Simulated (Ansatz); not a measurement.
## Errors in the atomisation enthalpy at 298 K

8 molecules holding Si, Ge, B, Al, Ga, P or As; the atomisation enthalpy at 298 K in kJ/mol, computed less measured. Shapes, held fixed at every level: PBE0-D4/def2-TZVP. Flexible molecules stand in one conformer, not always the lowest. Thermal terms are harmonic and unscaled (PBE0-D4/def2-TZVP); the spin-orbit lowering of the free atoms is taken from their spectra. Programs: Ansatz 0.2.0. Measured values: CRC Handbook of Chemistry and Physics, NIST-JANAF tables.

Levels: A = MP2/def2-SVP; B = CCSD/STO-3G; C = CCSD(T)/def2-SVP; D = CCSD(T)/def2-TZVPP.

| molecule | from tabulated heats | A | B | C | D |
| --- | --- | --- | --- | --- | --- |
| BOF (SMILES O=BF) | 1501 | +8 | -229 | -88 | -73 |
| AsF3 (arsenic trifluoride) | 1326 | -88 | -636 | -167 | -42 |
| BCl2F (dichlorofluoroborane) | 1537 | +12 | -135 | -70 | -49 |
| BCl3 (SMILES ClB(Cl)Cl) | 1337 | +5 | -80 | -65 | -47 |
| PF3 (phosphorus trifluoride) | 1513 | -157 | -775 | -237 | -80 |
| SiH2F2 (SMILES F[SiH2]F) | 1836 | -130 | -389 | -178 | -64 |
| SiH3I (SMILES [SiH3]I) | 1213 | -104 | +252 | -92 | -24 |
| PH2(PH2) (diphosphine) | 1484 | -215 | +138 | -169 | -62 |

Task: Which level does best on this set, which worst, and which err to one side?

Result: 
```json
{"level": "MP2/def2-SVP", "kind": "perturbation theory", "mean error": "-83.6", "mean absolute error": "89.9", "worst case": "PH2(PH2)"}
{"level": "CCSD/STO-3G", "kind": "coupled cluster or CI", "mean error": "-231.8", "mean absolute error": "329.2", "worst case": "PF3"}
{"level": "CCSD(T)/def2-SVP", "kind": "coupled cluster or CI", "mean error": "-133.2", "mean absolute error": "133.2", "worst case": "PF3"}
{"level": "CCSD(T)/def2-TZVPP", "kind": "coupled cluster or CI", "mean error": "-55.1", "mean absolute error": "55.1", "worst case": "PF3"}
```

On this set CCSD(T)/def2-TZVPP has the smallest mean absolute error and CCSD/STO-3G the largest. CCSD/STO-3G is too low in 6 of 8; CCSD(T)/def2-SVP is too low in 8 of 8; CCSD(T)/def2-TZVPP is too low in 8 of 8. The heats of PF3, PH2(PH2) come from older tables and can be uncertain by 10 kJ/mol or more. The molecules' own spin-orbit binding is left out, so errors for heavy halides read too negative. The tabulated values of BOF, AsF3, BCl2F, BCl3, SiH2F2, SiH3I are in doubt (older tables, estimates, or at odds with other calculations) and kept here. Rows in very small basis sets show the basis more than the method. Correlated wave functions converge slowly with the basis. CCSD also lacks the triples, which bind further. For atoms past krypton def2 sets carry core potentials with scalar relativity. All-electron rows are non-relativistic unless named. Relativity is left out for As. Outer-core shells of As, I are correlated in most correlated rows, in sets that cover them unevenly. The set is small.
